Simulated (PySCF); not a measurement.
# TDDFT excited states: C7H12

C₇H₁₂.
Atom-mapped SMILES: `[CH2:1]=[C:2]([CH3:3])[CH:4]1[CH2:5][CH2:6][CH2:7]1` (hydrogens: H8, H9 on C1; H10, H11, H12 on C3; H13 on C4; H14, H15 on C5; H16, H17 on C6; H18, H19 on C7)

Computed with PySCF 2.14.0, density-fitted response routines, TDDFT PBE0/def2-SVPD, vertical, gas phase, core orbitals frozen in the response. Geometry: GFN2-xTB, one conformer, isolated molecule. Torsions of this conformer, `[CH2:1]=[C:2]([CH3:3])[CH:4]1[CH2:5][CH2:6][CH2:7]1`: C1–C2–C4–C5 -124°.

```csv
state,E (eV),E (kJ/mol),λ (nm),f,"main configurations (H = HOMO, L = LUMO)"
S1,6.67,644,185.8,0.047,"H→L+1 (48%), H→L (46%)"
S2,7.02,677,176.7,0.202,"H→L (41%), H→L+1 (40%), H→L+4 (11%)"
S3,7.30,704,169.9,0.0013,H→L+2 (93%)
S4,7.39,713,167.8,0.012,H→L+3 (92%)
S5,7.55,729,164.1,0.0034,"H-1→L (72%), H→L+4 (11%), H-2→L (9%)"
S6,7.63,736,162.6,0.114,"H→L+4 (73%), H-1→L (12%)"
```

Triplets, Tamm–Dancoff:

```json
{"state": "T1", "E (eV)": "4.41", "λ (nm)": "281.0", "main configurations (H = HOMO, L = LUMO)": "H→L (76%), H→L+1 (13%)"}
{"state": "T2", "E (eV)": "6.59", "λ (nm)": "188.0", "main configurations (H = HOMO, L = LUMO)": "H→L+1 (77%), H→L (14%)"}
```

The lowest singlet lies at 6.67 eV (186 nm, vacuum ultraviolet) and is of moderate strength; its leading configuration is HOMO→LUMO+1 (48%). The most intense listed level is S2 at 7.02 eV (177 nm, f = 0.202), 0.35 eV above S1. Löwdin shares by element: HOMO carbon 79% or more (atoms not listed hold the other 21%); LUMO carbon 54% or more, hydrogen 9% or more (atoms not listed hold the other 37%). Orbital energies (eV): HOMO-3 -8.86, HOMO-2 -8.70, HOMO-1 -8.47, HOMO -7.00, LUMO 0.48, LUMO+1 0.87, LUMO+2 1.22. Of the 6 states listed, 4 reach f = 0.01 and none stays under 0.0005. Weighted by f, the mean energy of these states is 7.18 eV. The window holds the lowest 6 singlets.
